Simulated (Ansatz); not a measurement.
CH₅NSeSi (`C=N[SiH2][SeH]`). Total charge 0; spin multiplicity 1. Geometry: relaxed with PBE0-D4/def2-TZVP. It is one conformer, not always the lowest.

```xyz
9

C    -0.637    1.250    0.964
N    -1.119    0.436    0.136
Si   -0.290   -0.891   -0.613
Se    1.905   -1.159   -0.021
H     0.403    1.216    1.320
H    -1.264    2.050    1.376
H    -0.389   -0.693   -2.076
H    -0.962   -2.139   -0.186
H     2.352   -0.070   -0.900
```

Q: What is the dipole moment at B3LYP/def2-TZVPP? (Best estimate.)

A: Computed: 1.31 D, with components (0.36, 1.19, 0.42) D in this frame, pointing from negative to positive charge.

Q: And with PBE, r2SCAN, ωB97M-V? (Best estimate.)

A: Computed: PBE 1.26 D, r2SCAN 1.34 D, ωB97M-V 1.37 D.

Q: Give the Mulliken charges with B3LYP, r2SCAN, PBE in def2-TZVPP. (Estimate.)

A: Ansatz gave: 
| atom | B3LYP | r2SCAN | PBE |
| --- | --- | --- | --- |
| C1 | -0.07 | 0.05 | -0.05 |
| N2 | -0.27 | -0.33 | -0.21 |
| Si3 | 0.40 | 0.43 | 0.31 |
| Se4 | -0.20 | -0.22 | -0.19 |
| H5 | 0.09 | 0.07 | 0.07 |
| H6 | 0.11 | 0.07 | 0.10 |
| H7 | -0.06 | -0.06 | -0.04 |
| H8 | -0.06 | -0.07 | -0.05 |
| H9 | 0.05 | 0.07 | 0.06 |

B3LYP here is the variant with VWN-RPA as its local correlation; programs differ in this.
